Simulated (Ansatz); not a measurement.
Basis-set extrapolation for FH₆NOSi₂ (`O[SiH2]N[SiH2]F`) (PBE0-D4/def2-TZVP geometry, frozen core, the Gaussian-basis code of Ansatz). Multiplicity 1, RHF reference.

|  | def2-TZVPP | def2-QZVPP |
| --- | --- | --- |
| HF | -810.427671 | -810.458286 |
| MP2 correlation | -0.945952 | -1.024820 |
| CCSD(T) correlation | -1.014816 | not run |

Energies in hartree. Use E(X) = E(∞) + A·exp(−7.88·√X) for Hartree–Fock and E(X) = E(∞) + B·X^(−2.97) for correlation, with X = 3 and 4, and add CCSD(T) minus MP2 of the smaller set to the MP2 limit.

Task: What is the CCSD(T) energy at the basis-set limit?

Result: HF limit: -810.458286 + (-0.030615) × 0.13774 = -810.46250. MP2 limit: -1.024820 + (-0.078868) × 0.74074 = -1.08324. Higher-order term: -1.014816 − (-0.945952) = -0.06886. Total: -811.61460 hartree, 4.68 eV below CCSD(T)/def2-TZVPP.
